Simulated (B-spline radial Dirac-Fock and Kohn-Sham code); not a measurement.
Sm⁺ 3p3/2: cross section and angular parameters

System: Sm⁺ in the configuration 1s2 2s2 2p6 3s2 3p6 3d10 4s2 4p6 4d10 4f6 5s2 5p6 6s1; threshold 1413.8 eV (orbital energy of the model). Model: Dirac-Hartree-Slater photoionisation with a Latter tail; cross sections with all multipoles, angular parameters from the dipole term and its interference with E2. Program: a radial atomic solver.

Input of the calculation (task.json; shells as n, l, electrons):

```json
{"items": [{
  "Z": 62,
  "q": 1,
  "cfg": [[1, 0, 2], [2, 0, 2], [2, 1, 6], [3, 0, 2], [3, 1, 6], [3, 2, 10], [4, 0, 2], [4, 1, 6], [4, 2, 10], [4, 3, 6], [5, 0, 2], [5, 1, 6], [6, 0, 1]],
  "A": 152,
  "rrms": 5.0819,
  "do": "xps",
  "hv": [52.3, 60, 60.7, 82.4, 144.0, 150, 162.0, 230.0, 231.0, 253.0, 265.0, 400, 482.0, 600, 974.0, 997.0, 1050.0, 1100.0, 1130.0, 1220.0, 1253.6, 2000, 2300.0, 2430.0, 4000, 4170.0, 6910.0, 8047.8, 10500.0, 11200.0]
}]}
```

Command: `python xray2_run.py task.json out`

For linearly polarised light dσ/dΩ = σ/(4π) [1 + β P₂(cos θ) + (δ + γ cos²θ) sin θ cos φ], with θ from the polarisation vector and φ the angle between the beam and the projection of the electron momentum on the plane normal to the polarisation.

| hν (eV) | σ (kb) | β | γ | δ |
| --- | --- | --- | --- | --- |
| 2000 | 123 | 1.394 | 0.190 | 0.026 |
| 2300 | 97.3 | 1.510 | 0.060 | 0.012 |
| 2430 | 88.4 | 1.542 | 0.023 | 0.009 |
| 4000 | 33.3 | 1.662 | 0.047 | 0.010 |
| 4170 | 30.5 | 1.664 | 0.073 | 0.010 |
| 6910 | 9.57 | 1.626 | 0.583 | 0.023 |
| 8047.8 | ? | ? | ? | ? |
| 10500 | 3.32 | 1.535 | 1.166 | 0.044 |
| 11200 | 2.79 | 1.517 | 1.263 | 0.048 |

Problem. Give the values at Cu Kα (8047.8 eV).

Solution. σ = 6.57 kb, β = 1.598, γ = 0.783, δ = 0.029.
